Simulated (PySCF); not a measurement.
**Static response to an electric field**

Species: 1,3-pentanediamine, C5H14N2.
Cartesian coordinates in Å at the GFN2-xTB level; atoms count from 1:
```
atom  x, y, z in Å
C1    -2.2780    0.9442   -0.0709
C2    -1.7511   -0.4005   -0.5618
C3    -0.3755   -0.8002    0.0178
N4    -0.3747   -1.0219    1.4546
C5     0.7122    0.2204   -0.3249
C6     2.1159   -0.3250   -0.0264
N7     3.1945    0.6194   -0.2571
H8    -1.6361    1.7586   -0.3973
H9    -3.2750    1.1190   -0.4697
H10   -2.3440    0.9680    1.0156
H11   -1.6752   -0.3811   -1.6509
H12   -2.4703   -1.1815   -0.2971
H13   -0.0981   -1.7595   -0.4399
H14   -1.0637   -1.7218    1.7064
H15   -0.6077   -0.1638    1.9432
H16    0.6408    0.4836   -1.3836
H17    0.5567    1.1277    0.2649
H18    2.1576   -0.6391    1.0183
H19    2.3058   -1.2012   -0.6524
H20    3.1819    0.9351   -1.2220
H21    3.0750    1.4366    0.3328
```

Level: PBE0/def2-SVPD (PySCF), static field, nuclei fixed, core orbitals frozen in the response. The polarisability tensor in these axes (au):

```
x   91.26  0.56 -0.27
y    0.56 76.01 -2.02
z   -0.27 -2.02 74.03
```

Problem. What are the eigenvalues, a third of the trace, and Δα (Δα² = ½Σ(αi − αj)² over the three pairs)?

Solution. Principal values 72.77, 77.25 and 91.29 au; mean 80.43 au = 11.92 Å³ = 13.26 × 10⁻⁴⁰ C²·m²/J; Δα = 16.73 au (21 % of the mean).

Problem. What is the dipole moment, and where does it point?

Solution. (-2.41, 0.81, -0.55) D, 2.60 D in size, pointing from the negative to the positive side. Measured along this direction, the outermost atoms are N7 at the negative end and H9 at the positive end.

Problem. In TDDFT the mean static polarisability is Σ f/ω² over all singlet excitations (ω in hartree). How much of it do the 6 lowest give? Their energies (eV) and oscillator strengths: 6.02, 0.0410; 6.23, 0.0080; 6.63, 0.0185; 6.72, 0.0045; 6.97, 0.0076; 7.07, 0.0090.

Solution. They add up to 1.63 au, 2.0 % of the 80.43 au; the largest single term is 0.84 au, from the state at 6.02 eV. Terms in order: 0.84, 0.15, 0.31, 0.07, 0.12, 0.13 au. Higher excitations give the rest. The strengths listed sum to 0.089.

Problem. Orientational against electronic polarisability at 400 K (dilute gas, rigid molecules)?

Solution. In Gaussian units μ²/3kT = 40.68 Å³ against 11.92 Å³, a ratio of 3.41; the Debye molar polarisation (4π/3)N_A(α + μ²/3kT) is 132.7 cm³/mol, leaving out the vibrational part.

Problem. Rayleigh depolarisation ratio (linearly polarised light, static tensor)?

Solution. ρ = 3Δα²/(45ᾱ² + 4Δα²) = 840.1/(291128 + 1120.2) = 0.00287.

One conformer (not necessarily the lowest) at the GFN2-xTB geometry, without solvent, vibrations or thermal averaging.

The run behind these numbers computed excited states as well. Time: 60 s of wall time; peak memory 1.0 GiB. Hardware: one thread, Intel Xeon Platinum 8259CL at 2.50 GHz (x86_64), no GPU (shared host).
